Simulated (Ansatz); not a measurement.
Molecule: tribromo(chloro)methane, CBr$_{3}$Cl, net charge 0, singlet state. 
Coordinates optimised at B3LYP-D3(BJ)/def2-TZVP (Ansatz, a program for electronic structure):
```xyz
5

Cl    -1.0768     0.2920     1.7453
C     -0.1586     0.0430     0.2570
Br    -1.2041    -1.0509    -0.9858
Br     0.2307     1.7733    -0.5731
Br     1.5236    -0.8716     0.6672
```

Property: vertical electron affinity (to the doublet state of charge -1; a negative value means that the extra electron is unbound and the number depends on the basis; each state is the SCF solution reached for its spin; the molecule has degenerate orbitals, so one determinant may break the symmetry), in eV. Valence correlation only, unless marked. UHF or UKS for open shells. No spin-orbit coupling. The frozen core is the preceding noble-gas configuration, with the filled d and f shells of earlier blocks. Non-relativistic. Anions need diffuse functions: def2-D sets add few. CBS marks a two-point X^-3 extrapolation of the correlation energy; Hartree-Fock from the larger set. [CCSD(T)-MP2]/basis is that difference in the basis named.

| level | program | vertical electron affinity (eV) |
|---|---|---|
| HF/def2-QZVPPD | Ansatz | -0.12 |
| PBE/def2-TZVPD | Ansatz | 1.15 |
| B3LYP/def2-TZVPD | Ansatz | 1.09 |
| BHLYP/def2-TZVPD | Ansatz | 0.81 |

Q: Predict the RI-MP2/CBS(def2-TZVPPD,def2-QZVPPD)+[CCSD(T)-MP2]/def2-TZVPPD result (Ansatz).

A: 0.84 eV
